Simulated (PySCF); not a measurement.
# Relaxation of singlet GeCl₅⁻

These are results of B3LYP in PySCF with Ge def2-SVPD, Cl def2-SVPD; no relativity; density-fitted integrals, not measurements. A (50,194) grid was used.

A start displaced from a saddle point along its imaginary mode, of C2v symmetry, held to at least that symmetry:

```xyz
6
charge -1 multiplicity 1, angstrom
Ge    0.0000    0.0000   -0.0385
Cl    0.0000    0.0000    2.1765
Cl    2.3184    0.0000   -0.2852
Cl    0.0000    2.1686   -0.7623
Cl   -2.3184    0.0000   -0.2852
Cl    0.0000   -2.1686   -0.7623
```

Optimiser trace:
```json
{"step": "0", "E − E(last) (kJ/mol)": "7.02", "largest gradient (Eh/bohr)": "0.00419"}
{"step": "1", "E − E(last) (kJ/mol)": "6.00", "largest gradient (Eh/bohr)": "0.00217"}
{"step": "2", "E − E(last) (kJ/mol)": "4.60", "largest gradient (Eh/bohr)": "0.00195"}
{"step": "3", "E − E(last) (kJ/mol)": "2.46", "largest gradient (Eh/bohr)": "0.00407"}
{"step": "4", "E − E(last) (kJ/mol)": "0.75", "largest gradient (Eh/bohr)": "0.00305"}
{"step": "5", "E − E(last) (kJ/mol)": "0.19", "largest gradient (Eh/bohr)": "0.00220"}
{"step": "6", "E − E(last) (kJ/mol)": "0.05", "largest gradient (Eh/bohr)": "0.00125"}
{"step": "7", "E − E(last) (kJ/mol)": "0.00", "largest gradient (Eh/bohr)": "0.00031"}
{"step": "8", "E − E(last) (kJ/mol)": "0.00", "largest gradient (Eh/bohr)": "0.00014"}
```

It ends at D3h with Ge–Cl 2.243 Å (×3), Ge–Cl 2.326 Å (×2); Cl–Ge–Cl 90.0° (×6), Cl–Ge–Cl 120.0° (×3), Cl–Ge–Cl 180.0° (after a last refinement on a finer grid). The frequency run here used a shortcut that can spoil soft modes, so no verdict on minimum or saddle point is given.

Final geometry:
Coordinates in bohr (charge -1 multiplicity 1):
```
Ge    0.0000    0.0000    0.0000
Cl    0.0000   -0.0085    4.2390
Cl    4.3954    0.0000    0.0000
Cl    0.0000    3.6753   -2.1122
Cl   -4.3954    0.0000    0.0000
Cl    0.0000   -3.6669   -2.1268
```

The relaxation took of the order of 7 core-minutes on a shared host.
